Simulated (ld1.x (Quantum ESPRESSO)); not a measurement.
**Configuration tests for phosphorus (P) (ultrasoft)**

```
Element                 : P (Z = 15)
Generator               : ld1.x (Quantum ESPRESSO) 7.5
Type                    : ultrasoft
Functional              : PBEsol
Relativity              : non-relativistic
Frozen core             : [Ne]
Valence charge          : 5
Reference configuration : 3s2 3p1 (charge +2)
Partial waves           : 3s (bound): rcut 1.25, rcutus 1.45 bohr; 3s channel at -2 Ry: rcut 1.25, rcutus 1.45 bohr; 3p (bound): rcut 1.25, rcutus 1.50 bohr; 3p channel at -0.6 Ry: rcut 1.25, rcutus 1.50 bohr
Local potential         : all-electron potential smoothed inside 1.50 bohr (lloc = -1)
Core correction         : Bessel-smoothed model core inside 0.80 bohr
Augmentation charge     : PSQ, inside the norm-conserving radii
```

Energies are relative to the spin-unpolarised reference configuration 3s2 3p1; without spin polarisation the order of configurations can differ from experiment.

(1) Give the all-electron excitation energy and the error of the potential for: 3s2 3p3; 3s2 3p2; 3s2 3p0; 3s2 3p2.5; 3s2 3p3.3; 3s1 3p3; 3s0 3p5.

Levels in the configuration 3s2 3p2:

| level | all-electron (eV) | pseudo (eV) |
| --- | --- | --- |
| 3s | -23.146 | -23.142 |
| 3p | -14.192 | -14.193 |

Results:

(1)

```json
{"valence configuration": "3s2 3p3", "charge": "0", "ΔE all-electron (eV)": "-28.834", "error AE − PS (meV)": "+0.8"}
{"valence configuration": "3s2 3p2", "charge": "+1", "ΔE all-electron (eV)": "-19.124", "error AE − PS (meV)": "+0.1"}
{"valence configuration": "3s2 3p0", "charge": "+3", "ΔE all-electron (eV)": "29.716", "error AE − PS (meV)": "-1.1"}
{"valence configuration": "3s2 3p2.5", "charge": "+0.5", "ΔE all-electron (eV)": "-25.068", "error AE − PS (meV)": "+0.4"}
{"valence configuration": "3s2 3p3.3", "charge": "-0.3", "ΔE all-electron (eV)": "-30.136", "error AE − PS (meV)": "+1.1"}
{"valence configuration": "3s1 3p3", "charge": "+1", "ΔE all-electron (eV)": "-10.124", "error AE − PS (meV)": "+4.1"}
{"valence configuration": "3s0 3p5", "charge": "0", "ΔE all-electron (eV)": "-11.860", "error AE − PS (meV)": "+9.9"}
```
